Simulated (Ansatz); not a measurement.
Molecule: sum formula H4BN2O, charge 0, multiplicity 2. It need not be the lowest isomer of its formula. 
Coordinates optimised at B3LYP-D3(BJ)/def2-TZVP (Ansatz, a program for electronic structure):
SMILES: NB(N)[O]
```xyz
8

N     -1.2156    -0.4172    -0.5487
B     -0.0025     0.0541     0.0395
N      1.2616    -0.5746    -0.1760
O     -0.0536     1.1567     0.8452
H     -2.0733     0.0930    -0.4217
H     -1.3578    -1.3981    -0.7229
H      2.0805    -0.2480     0.3085
H      1.4703    -1.0280    -1.0499
```
Charge 0, spin multiplicity 2.

Atomisation energy built up term by term with Ansatz (kcal/mol; UHF references for open shells; valence terms freeze the core; atomic spin-orbit terms are left out). Basis-set limits of correlation are two-point, X^-3; Hartree-Fock from the larger set.

| term | basis | kcal/mol |
|---|---|---|
| Hartree-Fock | aug-cc-pVQZ | … |
| CCSD correlation | CBS(aug-cc-pVTZ,aug-cc-pVQZ) | … |
| (T) | CBS(aug-cc-pVTZ,aug-cc-pVQZ) | 12.97 |
| core correlation | cc-pwCVTZ | 3.25 |
| scalar relativity (X2C) | cc-pVTZ-DK against cc-pVTZ | -0.80 |
| sum: De |  | … |

Q: Some entries are withheld; supply them.

A: 
- Hartree-Fock, kcal/mol: 508.18
- CCSD correlation, kcal/mol: 202.33
- sum: De, kcal/mol: 725.9
